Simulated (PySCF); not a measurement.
**Sn⁺: excitation energy**

Sn⁺ [Kr] 4d10 5s2 5p1 (2P) → Sn⁺ [Kr] 4d10 5s1 5p2 (4P), as a difference of total energies. Computed with PySCF 2.14 in aug-cc-pV5Z-PP with ECP28MDF (8s8p6d4f3g2h, 139 functions), with a scalar-relativistic core potential. Correlated levels: valence: 4s2 4p6 4d10 frozen. The calculations carry no spin-orbit coupling.

Problem. Order these methods by the excitation energy they give, lowest first.
A. MP2 (valence)
B. MN15
C. PBE0
D. LDA

Solution. A (4.960 eV), C (5.840 eV), B (6.196 eV), D (6.507 eV).

For comparison: 5.753 eV (measured; NIST levels, between the centres of gravity of the two terms).
